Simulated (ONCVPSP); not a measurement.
**In, ONCV: configuration errors across variants**

* Element: indium (In)
* Generator: ONCVPSP 4.0.1
* Type: optimised norm-conserving Vanderbilt (ONCV)
* Functional: PBE
* Relativity: scalar-relativistic
* Frozen core: [Kr]
* Valence charge: 13
* Reference configuration: 4d10 5s2 5p0.5 (charge +0.5)
* Partial waves: 5s: rc 2.10 bohr, ncon 4, nbas 8, qcut 2.5 1/bohr, 2 projectors, debl 1.3 Ha; 5p: rc 2.80 bohr, ncon 4, nbas 8, qcut 2.6 1/bohr, 2 projectors, debl 1.9 Ha; 4d: rc 1.75 bohr, ncon 4, nbas 9, qcut 7.1 1/bohr, 2 projectors, debl 2.7 Ha
* Local potential: polynomial inside 1.35 bohr (lpopt 5, dvloc0 4 Ha)
* Core correction: Teter function, fcfact 4.75, rcfact 1.7

All-electron excitation energies from the reference (eV): (1) 4d10 5s2 5p1 -1.941; (2) 4d10 5s2 5p0 3.423; (3) 4d10 5s1 5p0 22.658; (4) 4d9 5s2 5p2 16.366.

Errors AE − PS in meV (a dash: test not solved or not reliable):

| change | (1) | (2) | (3) | (4) | bound ghosts | GHOST(+) flags above zero |
| --- | --- | --- | --- | --- | --- | --- |
| base | +0.1 | -2.0 | -49 | -96 | none | s, p |
| core correction Teter function, fcfact 1.6, rcfact 1.7 | +0.4 | -1.1 | -13 | -66 | none | s, p |
| core correction Teter function, fcfact 2.4, rcfact 1.7 | +0.3 | -1.4 | -23 | -76 | none | s, p |
| core correction Teter function, fcfact 4.3, rcfact 1.7 | +0.2 | -1.9 | -44 | -93 | none | s, p |
| core correction Teter function, fcfact 5.6, rcfact 1.7 | 0.0 | -2.2 | -57 | -101 | none | s, p |
| core correction Teter function, fcfact 6.7, rcfact 1.7 | -0.1 | -2.5 | -67 | -107 | none | s, p |
| core correction Teter function, fcfact 7.4, rcfact 1.7 | -0.1 | -2.7 | -73 | -111 | none | s, p |

Task: Give the same row for: core correction Teter function, fcfact 3.4, rcfact 1.7.

Result: +0.2, -1.6, -35, -86; bound ghosts: none; GHOST(+) flags above zero: s, p.
